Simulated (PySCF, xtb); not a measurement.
sulfur tetrafluoride cation (F4S), SMILES FS(F)(F)F (connectivity only; charge and spin as stated), charge +1, multiplicity 2.

Harmonic wavenumbers (cm⁻¹) from GFN2-xTB run with xtb at its own minimum, in rising order: 144, 191, 225, 254, 275, 509, 599, 699, 700.

### Question
What does PBE-D3(BJ)/def2-SVP (PySCF) give at its own minimum? (The exact figures need the calculation; the answer reports its results.)

### Answer
229, 272, 354, 439, 439, 621, 786, 899, 947. Paired by order, the mean absolute difference is 154 cm⁻¹ and the zero-point energies are 5.1 and 7.1 kcal/mol.
